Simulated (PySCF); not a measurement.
# Carbon: a sound run and one with changed settings

Sound run: C⁺ [He] 2s2 2p1, C²⁺ [He] 2s2. Computed with PySCF 2.14 in cc-pVTZ (4s3p2d1f, 30 functions), with no relativity, point nucleus. The sound run starts from symmetry-adapted Hartree-Fock orbitals and uses a fine grid where one is needed.

Changed run: 6 angular points. This setting is unsound on purpose.

```tsv
species	method	sound run (hartree)	changed run (hartree)	converged
C⁺	UHF	-37.29475	-37.29475	yes
C⁺	MN15	-37.39333	-37.38839	yes
C⁺	PBE	-37.37136	-37.72851	yes
C²⁺	UHF	-36.40738	-36.40738	yes
C²⁺	MN15	-36.49626	-36.49626	yes
C²⁺	PBE	-36.45888	-36.45888	yes
```

Ionisation energy of C⁺:

| method | sound run (eV) | changed run (eV) |
| --- | --- | --- |
| UHF | 24.146 | 24.146 |
| MN15 | 24.411 | 24.276 |
| PBE | 24.830 | 34.549 |

A coarse angular grid integrates products of high-l functions wrongly, so density functionals can shift, and the SCF can exploit the error; Hartree-Fock and MP2 need no grid.

For comparison, NIST gives 24.383 eV between the lowest levels.
